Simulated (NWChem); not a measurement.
System: InClF₂; SMILES [F][In]([F])[Cl]

Excerpt of the output:

```
             Northwest Computational Chemistry Package (NWChem) 7.3.0
             --------------------------------------------------------

 C2V symmetry detected

                             Geometry "geometry" -> ""
                             -------------------------

 Output coordinates in angstroms (scale by  1.889725989 to convert to a.u.)

  No.       Tag          Charge          X              Y              Z
 ---- ---------------- ---------- -------------- -------------- --------------
    1 In                  49.0000     0.00000000     0.00000000     0.25043607
    2 F                    9.0000     0.00000000    -1.65346100     1.26188807
    3 F                    9.0000     0.00000000     1.65346100     1.26188807
    4 Cl                  17.0000     0.00000000     0.00000000    -2.05796193

 Effective nuclear repulsion energy (a.u.)     488.3759336051

      Symmetry information
      --------------------

 Group name             C2v
 Group number             16
 Group order               4
 No. of unique centers     3

                                 NWChem DFT Module
                                 -----------------

 Summary of "ao basis" -> "ao basis" (spherical)
 ------------------------------------------------------------------------------
       Tag                 Description            Shells   Functions and Types
 ---------------- ------------------------------  ------  ---------------------
 In                         def2-svp                10       26   4s4p2d
 F                          def2-svp                 6       14   3s2p1d
 Cl                         def2-svp                 8       18   4s3p1d

      Symmetry analysis of basis
      --------------------------

        a1         31
        a2          7
        b1         14
        b2         20

            General Information
            -------------------
          SCF calculation type: DFT
          Wavefunction type:  closed shell.
          No. of atoms     :     4
          No. of electrons :    56
           Alpha electrons :    28
            Beta electrons :    28
          Charge           :     0
          Spin multiplicity:     1
          Use of symmetry is: on ; symmetry adaption is: on
          Maximum number of iterations: 150
          AO basis - number of functions:    72
                     number of shells:    30
          Convergence on energy requested:  1.00D-06
          Convergence on density requested:  1.00D-05
          Convergence on gradient requested:  5.00D-04

              XC Information
              --------------
                          KT2 Method XC Functional
                        Slater Exchange Functional  1.072 local
                           KT1 gradient correction  1.000 non-local
            Perdew 1991 LDA Correlation Functional  0.577 local

             Grid Information
             ----------------
          Grid used for XC integration:  medium
          Radial quadrature: Mura-Knowles
          Angular quadrature: Lebedev.
          Tag              B.-S. Rad. Rad. Pts. Rad. Cut. Ang. Pts.
          ---              ---------- --------- --------- ---------
          In                  1.55      123           8.0       590
          F                   0.50       49          10.0       434
          Cl                  1.00       88           9.0       590
          Grid pruning is: on
          Number of quadrature shells:   260
          Spatial weights used:  Erf1

      Superposition of Atomic Density Guess
      -------------------------------------

 Sum of atomic energies:        -875.95884383

      Non-variational initial energy
      ------------------------------

 Total energy =    -847.051840
 1-e energy   =   -1730.160831
 2-e energy   =     641.449572
 HOMO         =      -0.446128
 LUMO         =      -0.130600

      Symmetry analysis of molecular orbitals - initial
      -------------------------------------------------

  Numbering of irreducible representations:

     1 a1          2 a2          3 b1          4 b2

  Orbital symmetries:

     1 a1          2 a1          3 b2          4 a1          5 a1
     6 b2          7 b1          8 a1          9 a1         10 b2
    11 b1         12 a1         13 b2         14 a1         15 b2
    16 a1         17 a2         18 b1         19 a1         20 a1
    21 b2         22 b1         23 a1         24 a2         25 b2
    26 a1         27 b1         28 b2         29 a1         30 b1
    31 b2         32 a1         33 a1         34 b1         35 b2
    36 a1         37 b1         38 a2

     ---------------------------------------------
      Total Density - Mulliken Population Analysis
     ---------------------------------------------

    Atom       Charge   Shell Charges
 -----------   ------   -------------------------------------------------------
    1 In  21    19.08   2.59 -0.60  0.46  0.13  3.24  2.75  0.33  0.09  9.73  0.36
    2 F    9     9.75   1.99  1.15  0.81  3.56  2.23  0.00
    3 F    9     9.75   1.99  1.15  0.81  3.56  2.23  0.00
    4 Cl  17    17.42   2.00  1.99  1.23  0.72  5.94  2.13  3.40  0.01

   convergence    iter        energy       DeltaE   RMS-Dens  Diis-err
 ---------------- ----- ----------------- --------- --------- ---------
 d= 0,ls=0.0,diis     1   -856.7012714087 -1.10D+03  4.74D-02  9.78D-01
 d= 0,ls=0.0,diis     2   -855.5505839775  1.15D+00  2.97D-02  1.25D+01
 d= 0,ls=0.0,diis     3   -856.8349473845 -1.28D+00  9.29D-03  1.42D-01
 d= 0,ls=0.0,diis     4   -856.8436403356 -8.69D-03  3.94D-03  1.02D-01
 d= 0,ls=0.0,diis     5   -856.8590836358 -1.54D-02  3.74D-04  8.74D-04
  Resetting Diis
 d= 0,ls=0.0,diis     6   -856.8591800658 -9.64D-05  1.00D-04  6.74D-05
 d= 0,ls=0.0,diis     7   -856.8591855972 -5.53D-06  1.09D-04  7.55D-06
 d= 0,ls=0.0,diis     8   -856.8591806214  4.98D-06  6.80D-05  5.04D-05
 d= 0,ls=0.0,diis     9   -856.8591867550 -6.13D-06  1.03D-05  5.13D-07
 d= 0,ls=0.0,diis    10   -856.8591868253 -7.03D-08  3.31D-06  6.99D-08

         Total DFT energy =     -856.859186825291
      One electron energy =    -1732.598003512953
           Coulomb energy =      707.330036833228
    Exchange-Corr. energy =      -73.250639336861
 Nuclear repulsion energy =      241.659419191295

 Numeric. integr. density =       56.000008697898

                  Occupations of the irreducible representations
                  ----------------------------------------------

                     irrep           alpha         beta
                     --------     --------     --------
                     a1               13.0         13.0
                     a2                2.0          2.0
                     b1                5.0          5.0
                     b2                8.0          8.0

                       DFT Final Molecular Orbital Analysis
                       ------------------------------------

 Vector   26  Occ=2.000000D+00  E=-3.244571D-01  Symmetry=a1
              MO Center= -1.4D-15, -1.3D-10,  7.7D-01, r^2= 4.2D+00
   Bfn.  Coefficient  Atom+Function         Bfn.  Coefficient  Atom+Function
  ----- ------------  ---------------      ----- ------------  ---------------
    32      0.421037  2 F  pz                46      0.421037  3 F  pz
    35     -0.276169  2 F  pz                49     -0.276169  3 F  pz
    67     -0.222722  4 Cl pz                64     -0.186857  4 Cl pz
    19      0.163563  1 In d  0              61     -0.106350  4 Cl pz
    21      0.104534  1 In d  2              31      0.103169  2 F  py

 Vector   27  Occ=2.000000D+00  E=-3.074836D-01  Symmetry=b1
              MO Center= -1.6D-14,  1.2D-14, -1.8D+00, r^2= 2.0D+00
   Bfn.  Coefficient  Atom+Function         Bfn.  Coefficient  Atom+Function
  ----- ------------  ---------------      ----- ------------  ---------------
    65      0.608017  4 Cl px                62      0.458224  4 Cl px
    59      0.261922  4 Cl px                30      0.128926  2 F  px
    44      0.128926  3 F  px                20     -0.099039  1 In d  1
    33     -0.090412  2 F  px                47     -0.090412  3 F  px
    11      0.063803  1 In px                25      0.056211  1 In d  1

 Vector   28  Occ=2.000000D+00  E=-3.027922D-01  Symmetry=b2
              MO Center= -4.8D-16, -2.8D-15, -1.8D+00, r^2= 1.8D+00
   Bfn.  Coefficient  Atom+Function         Bfn.  Coefficient  Atom+Function
  ----- ------------  ---------------      ----- ------------  ---------------
    66      0.616686  4 Cl py                63      0.468018  4 Cl py
    60      0.266821  4 Cl py                18      0.113622  1 In d -1
    32      0.098153  2 F  pz                46     -0.098153  3 F  pz
    35     -0.069220  2 F  pz                49      0.069220  3 F  pz
    15      0.065626  1 In py                31     -0.051310  2 F  py

 Vector   29  Occ=0.000000D+00  E=-1.532664D-01  Symmetry=a1
              MO Center=  8.0D-16,  4.6D-14,  6.3D-02, r^2= 3.8D+00
   Bfn.  Coefficient  Atom+Function         Bfn.  Coefficient  Atom+Function
  ----- ------------  ---------------      ----- ------------  ---------------
     3      0.647985  1 In s                  4      0.580275  1 In s
    67     -0.403014  4 Cl pz                 1     -0.377714  1 In s
    64     -0.241109  4 Cl pz                31      0.220678  2 F  py
    45     -0.220678  3 F  py                34     -0.175817  2 F  py
    48      0.175817  3 F  py                58     -0.159419  4 Cl s

 Vector   30  Occ=0.000000D+00  E=-8.540549D-02  Symmetry=b1
              MO Center= -7.5D-15, -2.4D-15,  1.6D-01, r^2= 3.8D+00
   Bfn.  Coefficient  Atom+Function         Bfn.  Coefficient  Atom+Function
  ----- ------------  ---------------      ----- ------------  ---------------
    11      0.698529  1 In px                14      0.443794  1 In px
    65     -0.232280  4 Cl px                30      0.170623  2 F  px
    44      0.170623  3 F  px                 8     -0.166757  1 In px
     5     -0.153769  1 In px                62     -0.143687  4 Cl px
    33     -0.139437  2 F  px                47     -0.139437  3 F  px

 Vector   31  Occ=0.000000D+00  E= 8.535995D-03  Symmetry=b2
              MO Center= -1.1D-15, -3.3D-14, -5.0D-02, r^2= 5.5D+00
   Bfn.  Coefficient  Atom+Function         Bfn.  Coefficient  Atom+Function
  ----- ------------  ---------------      ----- ------------  ---------------
    15      0.821082  1 In py                12      0.453145  1 In py
    66     -0.251653  4 Cl py                29      0.243012  2 F  s
    43     -0.243012  3 F  s                 63     -0.155631  4 Cl py
    23     -0.154059  1 In d -1              32      0.133989  2 F  pz
    46     -0.133989  3 F  pz                18      0.131732  1 In d -1

     ---------------------------------------------
      Total Density - Mulliken Population Analysis
     ---------------------------------------------

    Atom       Charge   Shell Charges
 -----------   ------   -------------------------------------------------------
    1 In  21    20.12   2.62 -0.61  0.81  0.05  3.24  2.79  0.77  0.18  9.73  0.54
    2 F    9     9.35   1.99  1.18  0.78  3.31  2.09  0.00
    3 F    9     9.35   1.99  1.18  0.78  3.31  2.09  0.00
    4 Cl  17    17.17   2.00  1.99  1.29  0.66  5.94  2.12  3.16  0.01

     -------------------------------------------
      Total Density - Lowdin Population Analysis
     -------------------------------------------

    Atom       Charge   Shell Charges
 -----------   ------   -------------------------------------------------------
    1 In  21    20.55   1.38  0.54  0.63  0.29  3.03  2.85  0.90  0.40  9.46  1.07
    2 F    9     9.24   1.98  1.06  0.78  3.19  2.22  0.00
    3 F    9     9.24   1.98  1.06  0.78  3.19  2.22  0.00
    4 Cl  17    16.97   2.00  1.96  1.06  0.77  5.83  2.23  3.10  0.01

     Multipole analysis of the density
     ---------------------------------

     L   x y z        total         alpha         beta         nuclear
     -   - - -        -----         -----         ----         -------
     0   0 0 0      0.000000    -28.000000    -28.000000     56.000000

     1   1 0 0     -0.000000     -0.000000     -0.000000      0.000000
     1   0 1 0     -0.000000     -0.000000     -0.000000      0.000000
     1   0 0 1     -0.331540      6.459808      6.459808    -13.251155

     2   2 0 0    -29.560826    -14.780413    -14.780413      0.000000
     2   1 1 0     -0.000000     -0.000000     -0.000000      0.000000
     2   1 0 1      0.000000      0.000000      0.000000      0.000000
     2   0 2 0    -37.657780   -106.696354   -106.696354    175.734928
     2   0 1 1     -0.000000     -0.000000     -0.000000      0.000000
     2   0 0 2    -36.139964   -200.155183   -200.155183    364.170403
```

Level: KT2/def2-SVP with def2 effective core potentials on In. All runs use the structure optimised with PBE0/def2-SVP. def2 effective core potentials on In; no spin-orbit coupling.

**Question.** Write an input that gives this output.

**Answer.** Several could match; the one computed here: the input that was run:
```
start job
memory heap 200 mb stack 900 mb global 1100 mb
geometry units angstroms noautoz
  In     0.000000     0.000000     0.284562
  F      0.000000    -1.653461     1.296014
  F      0.000000     1.653461     1.296014
  Cl     0.000000     0.000000    -2.023836
end
basis spherical
  * library def2-svp
end
ecp
  In library def2-ecp
end
dft
  xc kt2
  iterations 150
  mulliken
end
task dft energy
```
